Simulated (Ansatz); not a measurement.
Geometry optimisation, Ansatz, RKS BLYP-D4/def2-SVP.

Input file:

```yaml
crystal:
  periodic: [false, false, false]
  atoms:
    - { symbol: W, position_ang: [0.0, 0.0, 0.0] }
    - { symbol: H, position_ang: [0.0, 0.0, 2.07] }
    - { symbol: H, position_ang: [1.72, 0.0, 0.0] }
    - { symbol: H, position_ang: [0.0, 1.72, 0.0] }
    - { symbol: O, position_ang: [-1.94, 0.0, 0.0] }
    - { symbol: H, position_ang: [-2.2771, -0.1263, 0.9437] }
    - { symbol: H, position_ang: [0.0, -1.72, 0.0] }
    - { symbol: H, position_ang: [0.0, 0.0, -1.72] }
    - { symbol: Cl, position_ang: [1.7678, 1.8416, 0.8482] }
    - { symbol: H, position_ang: [0.7133, 0.743, 2.0759] }
basis:
  gaussian: { orbitals: def2-SVP }
hamiltonian:
  xc: blyp
  dispersion: d4
relax:
  f_tol: 0.15
  max_steps: 25
  restrain:
    - { distance: [0, 8], at: 2.39, k: 30.0 }
    - { distance: [9, 1], at: 0.66, k: 30.0 }
    - { distance: [0, 1], at: 2.92, k: 30.0 }
    - { distance: [9, 8], at: 2.57, k: 30.0 }
```

Run as:

```bash
$ ansatz run input.yaml --threads 2 --pin off --max-ram 3072MiB --backend cpu --events-out ev --progress --plain --runs-dir out
```

Where does it end, and by what steps?

The forces met the threshold. The restraints hold the end off the free minimum. After 15 steps the energy has fallen by 6.446 eV (the restraints' own energy left out); H4 moved furthest, 1.62 Å. Parted: W1–H2 (2.07 → 2.92 Å). Joined: H2–H10 (1.03 → 0.72 Å).

| step | energy less start (eV) | largest force component (eV/Å) | accepted |
| --- | --- | --- | --- |
| 0 | 0.0000 | 3.124 | yes |
| 1 | -0.5637 | 3.677 | yes |
| 2 | -1.3971 | 4.111 | yes |
| 3 | -2.8183 | 3.064 | yes |
| 4 | -4.1063 | 2.202 | yes |
| 5 | -5.0007 | 1.521 | yes |
| 6 | -5.6288 | 1.019 | yes |
| 7 | -5.9801 | 1.115 | yes |
| 8 | -6.1113 | 1.135 | yes |
| 9 | -6.2400 | 0.425 | yes |
| 10 | -6.3205 | 1.128 | yes |
| 11 | -6.3648 | 1.548 | yes |
| 12 | -6.4161 | 1.558 | yes |
| 13 | -6.4485 | 1.231 | yes |
| 14 | -6.4521 | 1.294 | yes |
| 15 | -6.4460 | 1.544 | yes |

```xyz
10
Properties=species:S:1:pos:R:3
W 0.048 0.617 -0.111
H 0.259 -0.435 2.607
H 1.446 -0.334 0.004
H -0.178 1.440 -1.581
O -1.741 0.496 0.500
H -2.218 -0.287 0.837
H -0.152 -1.060 -0.058
H 0.376 -0.245 -1.537
Cl 1.495 2.102 1.041
H 0.650 0.163 2.514
```

Time of the run: 47 s on 2 threads of Arm Neoverse V2, with other jobs on the host, peak memory 0.2 GiB.
